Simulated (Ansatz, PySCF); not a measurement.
The Ansatz (a quantum-chemistry and plane-wave program) input:
Ansatz 0.2 input:
```yaml
crystal:
  periodic: [false, false, false]
  atoms:
    - {symbol: O, position_ang: [-2.30991040, 0.16261397, 0.32350552]}
    - {symbol: C, position_ang: [-1.11853851, 0.07874331, 0.15665256]}
    - {symbol: C, position_ang: [-0.19376152, 1.26653046, 0.28011446]}
    - {symbol: C, position_ang: [1.06928310, 1.12646069, -0.57215067]}
    - {symbol: C, position_ang: [1.78605069, -0.12573509, -0.25013838]}
    - {symbol: C, position_ang: [1.01961696, -1.27351588, 0.27959790]}
    - {symbol: C, position_ang: [-0.43509445, -1.22226002, -0.19204248]}
    - {symbol: H, position_ang: [-0.74557191, 2.17538625, 0.03401302]}
    - {symbol: H, position_ang: [0.08950526, 1.33091202, 1.33516272]}
    - {symbol: H, position_ang: [1.72187303, 1.99176583, -0.42130000]}
    - {symbol: H, position_ang: [0.77448763, 1.14772450, -1.63394651]}
    - {symbol: H, position_ang: [2.84732669, -0.20044721, -0.39877126]}
    - {symbol: H, position_ang: [1.48075649, -2.21722578, -0.02723183]}
    - {symbol: H, position_ang: [1.02631754, -1.27449828, 1.38174174]}
    - {symbol: H, position_ang: [-1.01805368, -2.05122986, 0.21298471]}
    - {symbol: H, position_ang: [-0.46269552, -1.30464002, -1.28289701]}
basis:
  gaussian:
    orbitals: STO-3G
magnetization: {spin_polarized: true, initial_magnetization: 1}
correlation: {method: ccsd_t, electrons: outside_noble_gas}
accuracy: high
```

Task: Convert this to an input for PySCF.

Result: One answer among several that fit: 
```python
from pyscf import gto, scf, cc

mol = gto.Mole()
mol.atom = '''
    O    -2.309910    0.162614    0.323506
    C    -1.118539    0.078743    0.156653
    C    -0.193762    1.266530    0.280114
    C     1.069283    1.126461   -0.572151
    C     1.786051   -0.125735   -0.250138
    C     1.019617   -1.273516    0.279598
    C    -0.435094   -1.222260   -0.192042
    H    -0.745572    2.175386    0.034013
    H     0.089505    1.330912    1.335163
    H     1.721873    1.991766   -0.421300
    H     0.774488    1.147725   -1.633947
    H     2.847327   -0.200447   -0.398771
    H     1.480756   -2.217226   -0.027232
    H     1.026318   -1.274498    1.381742
    H    -1.018054   -2.051230    0.212985
    H    -0.462696   -1.304640   -1.282897
'''
mol.basis = 'sto-3g'
mol.charge = 0
mol.spin = 1
mol.verbose = 4
mol.build()

mf = scf.UHF(mol)
mf.kernel()

mycc = cc.CCSD(mf, frozen=7)
mycc.kernel()
et = mycc.ccsd_t()
print('E(CCSD(T)) = %.10f' % (mycc.e_tot + et))
```

Both were run: Ansatz gave -303.926471 Eh and PySCF -303.926599 Eh, 0.128 mEh apart.
